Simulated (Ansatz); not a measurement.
Computed with Ansatz on PBE0-D4/def2-TZVP structures; ΔE is electronic, products minus reactants. CBS: MP2 limit from def2 TZ/QZ plus the TZ coupled-cluster correction, frozen cores. This one scheme is used for every species. Functionals use def2-TZVPP. B3LYP here is the variant with VWN-RPA as its local correlation; programs differ in this. One conformer a species, not always the lowest.

Consider the ligand exchange at the Si–Cl bond: `[SiH3]CC[SiH2]Cl` + H–F → `F[SiH2]CC[SiH3]` + HCl.

```tsv
level	ΔE (kcal/mol)	difference from CCSD(T)/CBS
PBE-D4	-6.2	1.2
r2SCAN-D4	-8.2	-0.8
PBE0-D4	-6.1	1.3
B3LYP-D4	-8.5	-1.1
ωB97X-V	-8.4	-1.0
ωB97M-V	-8.1	-0.7
B2PLYP	-9.5	-2.1
PBE	-7.4	0.0
r2SCAN	-8.6	-1.2
PBE0	-7.2	0.2
B3LYP	-10.5	-3.1
HF/def2-TZVPP	-11.6	-4.2
MP2/def2-TZVPP	-6.9	0.5
SCS-MP2/def2-TZVPP	-8.6	-1.2
CCSD/def2-TZVPP	-9.0	-1.6
CCSD(T)/def2-TZVPP	-8.4	-1.0
HF/def2-QZVPP	-12.1	-4.7
MP2/def2-QZVPP	-6.5	0.9
SCS-MP2/def2-QZVPP	-8.2	-0.8
HF/CBS(def2)	-12.1	-4.7
MP2/CBS(def2)	-5.9	1.5
CCSD/CBS(def2)	-8.1	-0.7
CCSD(T)/CBS	-7.4	0
```

Largest T1 diagnostic among the species: 0.011.

In def2-TZVPP, CCSD(T) changes the Hartree–Fock value by +3.3 kcal/mol (the triples alone add +0.7 kcal/mol) and MP2 by +4.7 kcal/mol. The D4 term adds +1.9 kcal/mol with B3LYP and +1.1 kcal/mol with PBE0; it sums over pairs of atoms, weighted by their polarisabilities, and B3LYP, whose exchange is more repulsive, gets the larger term.
